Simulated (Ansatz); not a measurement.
C2H7NOSi (`NC1CO[SiH2]1`). Total charge 0; spin multiplicity 1. The geometry is a stationary point of PBE0-D4/def2-TZVP. It is one conformer, not always the lowest.

```xyz
12

N     0.346   -0.567    1.619
C     0.178    0.338    0.512
C     0.867    0.063   -0.860
O    -0.238    0.223   -1.778
Si   -1.375    0.309   -0.559
H     0.081   -1.514    1.380
H     1.302   -0.587    1.951
H     0.407    1.353    0.846
H     1.665    0.763   -1.123
H     1.257   -0.960   -0.908
H    -2.269    1.492   -0.654
H    -2.221   -0.913   -0.427
```

What is the dipole moment at ωB97M-V/def2-TZVPP? (An estimate is asked.)

Computed: 1.59 D, with components (1.15, -0.44, 1.00) D in this frame, pointing from negative to positive charge.

And with PBE, r2SCAN, B3LYP? (Estimate.)

Ansatz gave: PBE 1.61 D, r2SCAN 1.62 D, B3LYP 1.60 D.

Give the Mulliken charges with ωB97M-V, B3LYP, r2SCAN in def2-TZVPP. (Estimate.)

Ansatz gave: 
| atom | ωB97M-V | B3LYP | r2SCAN |
| --- | --- | --- | --- |
| N1 | -0.28 | -0.33 | -0.36 |
| C2 | -0.20 | -0.13 | -0.11 |
| C3 | 0.04 | 0.08 | 0.18 |
| O4 | -0.41 | -0.42 | -0.43 |
| Si5 | 0.45 | 0.51 | 0.54 |
| H6 | 0.10 | 0.12 | 0.13 |
| H7 | 0.11 | 0.13 | 0.13 |
| H8 | 0.12 | 0.10 | 0.06 |
| H9 | 0.09 | 0.07 | 0.03 |
| H10 | 0.08 | 0.06 | 0.02 |
| H11 | -0.05 | -0.09 | -0.09 |
| H12 | -0.06 | -0.10 | -0.10 |

B3LYP here is the variant with VWN-RPA as its local correlation; programs differ in this.
